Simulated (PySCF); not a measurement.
**Rb- (rubidium, charge -1) across methods**

[Kr] 5s2, closed-shell 1S. Calculation: PySCF 2.14, in def2-TZVPPD with the def2 core potential (28 electrons) (6s4p3d1f, 40 functions); scalar relativity through the core potential. The B2PLYP total includes its PT2 part (frozen core); its orbital energies are those of the SCF part.

| method | E (hartree) | mean ε 4s (eV) | mean ε 4p (eV) | mean ε 5s (eV) | Σ⟨r²⟩ (bohr²) | ⟨S²⟩ |
| --- | --- | --- | --- | --- | --- | --- |
| UHF | -23.79667 | -39.305 | -18.398 | -0.047 | 134.6 | 0.000 |
| r2SCAN | -24.1093 | -29.803 | -12.894 | 0.800 | 128.2 | 0.000 |
| B2PLYP | -23.9908 | -34.184 | -15.421 | 0.388 | 125.0 | 0.000 |
| BHandHLYP | -24.0521 | -33.972 | -15.343 | 0.357 | 122.4 | 0.000 |
| PBE | -24.0998 | -28.391 | -12.123 | 0.856 | 123.6 | 0.000 |
| revPBE | -24.1267 | -28.515 | -12.231 | 0.843 | 126.7 | 0.000 |
| LDA | -24.0100 | -28.122 | -11.932 | 0.857 | 118.5 | 0.000 |
| TPSSh | -24.0991 | -30.228 | -13.217 | 0.644 | 130.3 | 0.000 |

Task: Estimate the same row for PBE0.

Result: E (hartree) = -24.0982; mean ε 4s (eV) = -31.370; mean ε 4p (eV) = -13.934; mean ε 5s (eV) = 0.485; Σ⟨r²⟩ (bohr²) = 125.8; ⟨S²⟩ = 0.000.

Energies and moments cover only the electrons outside the core potential. The outer electron is barely bound at this level, so radii and moments hang on the diffuse functions.

The highest occupied level is positive at PBE0, r2SCAN, B2PLYP, BHandHLYP, PBE, revPBE, LDA, TPSSh: only the finite basis holds that electron, which in a density functional comes from self-interaction.
